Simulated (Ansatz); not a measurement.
As3S3, relaxed as a doublet with UKS PBE0-D4/def2-SVP in Ansatz, starting from the GFN2-xTB geometry. Force threshold 0.02 eV/Å.

The structure comes from a short search, and lower isomers may exist.

Start:

```xyz
6

As    0.984    0.980    1.140
As    1.085    0.672   -1.265
As   -1.452   -1.540    0.137
S    -0.044   -1.282   -1.552
S    -0.388    2.019   -0.275
S    -0.185   -0.850    1.815
```

```tsv
step	energy (eV)	largest force component (eV/Å)	SCF passes
1	-214967.7864	0.565	19
2	-214967.8050	0.256	21
3	-214967.8174	0.070	23
4	-214967.8205	0.044	21
5	-214967.8210	0.009	17
```

Force components are those of the run's own axes.

End:

```xyz
6

As    0.976    0.965    1.157
As    1.078    0.653   -1.279
As   -1.459   -1.438    0.123
S    -0.010   -1.303   -1.556
S    -0.434    1.993   -0.274
S    -0.151   -0.869    1.828
```

By distances, no bond broke or formed. The bond that changes most is As1–As2, from 2.43 to 2.46 Å (atoms count from 1).

No frequencies were taken in this run, so the end may be a saddle point.

Hardware: 4 threads of Arm Neoverse V1 on a shared host. Wall time 32 s, peak host memory 0.68 GiB.
